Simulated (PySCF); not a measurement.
C3H7BFN, SMILES C/C=C/B(N)F. Heavy atoms are numbered as in [CH3:1]/[CH:2]=[CH:3]/[B:4]([NH2:5])[F:6]. Hydrogens are named by the atom that carries them.

Geometry optimised at ωB97X-D3(BJ)/def2-SVP. A frequency run showed that this geometry is not a minimum. The structure was generated by enumeration; whether it is a known compound was not checked. One conformer was computed; it need not be the lowest.

Method: PySCF with B3LYP/def2-TZVP.

ESP charges are fitted to the potential on shells at 1.4 to 2.0 van der Waals radii. Atomic charges (e), one atom of each kind:

| atom | ESP fit | IAO |
|---|---|---|
| C1 (CH3) | -0.46 | -0.41 |
| C2 (CH) | 0.23 | -0.08 |
| C3 (CH) | -0.62 | -0.32 |
| B4 | 0.81 | 0.51 |
| N5 (NH2) | -1.15 | -0.60 |
| F6 | -0.33 | -0.36 |
| H on C1 | 0.13 | 0.15 |
| H on C2 | 0.05 | 0.12 |
| H on C3 | 0.20 | 0.14 |
| H on N5 | 0.43 | 0.28 |

Computed Mayer and Wiberg (Löwdin basis) orders of the bonds:
```
bond   Mayer  Wiberg
-----  -----  ------
C1–C2   0.97    1.31
C2–C3   1.81    1.98
C3–B4   1.05    1.19
B4–N5   1.34    1.81
B4–F6   1.11    1.98
```
